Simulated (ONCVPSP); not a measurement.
## Plane-wave convergence, ONCV potential for Ni (Z = 28)

```
Element                 : Ni
Generator               : ONCVPSP 4.0.1
Type                    : optimised norm-conserving Vanderbilt (ONCV)
Functional              : PBEsol
Relativity              : scalar-relativistic
Frozen core             : [Ne]
Valence charge          : 18
Reference configuration : 3s2 3p6 3d8 4s2
Partial waves           : 3s+4s: rc 1.25 bohr, ncon 4, nbas 7, qcut 7.7 1/bohr, 2 projectors; 3p: rc 0.75 bohr, ncon 4, nbas 8, qcut 11.8 1/bohr, 2 projectors, debl 1.8 Ha; 3d: rc 1.30 bohr, ncon 4, nbas 9, qcut 10.2 1/bohr, 3 projectors, debl 3.6 Ha; f scattering state at 0.32 Ha: rc 1.25 bohr, ncon 3, nbas 6, qcut 10.3 1/bohr, 2 projectors, debl 4 Ha
Local potential         : polynomial inside 0.55 bohr (lpopt 3, dvloc0 0 Ha)
Core correction         : Teter function, fcfact 2, rcfact 1.05
```

In the p channel the program set the typed energies aside and used -2.619, 0.250 Ha.

Problem. For each optimised wave give the share of its norm inside rc, the residual kinetic energy above qcut (Ha) and the cutoffs (Ha) for errors of 10, 1, 0.1 and 0.01 mHa per electron.

Solution.

```
         wave  norm inside rc  residual KE  10 mHa  1 mHa  0.1 mHa  0.01 mHa
           3s           0.948      1.9e-04    11.0   22.9     44.2      82.4
           4s           0.039      1.4e-04     8.3   19.3     31.4      91.2
           3p           0.519      8.2e-04    30.5   67.0    301.1     370.9
p projector 2           0.036      8.8e-05    23.2   32.2     68.1     290.1
           3d           0.765      3.1e-04    41.5   48.1    100.1     188.4
d projector 2           0.105      1.3e-03    44.0   53.7    170.9     232.6
d projector 3           0.115      6.5e-03    50.2   72.7    127.7     223.7
f projector 1           0.000      1.7e-09     0.8    1.7      5.3      15.3
f projector 2           0.160      6.9e-05    30.2   42.0     51.3      83.4
```

The occupied waves need 67 Ha and 301 Ha for 1 and 0.1 mHa. Rows with under 1 % of the norm inside rc give no meaningful cutoff.
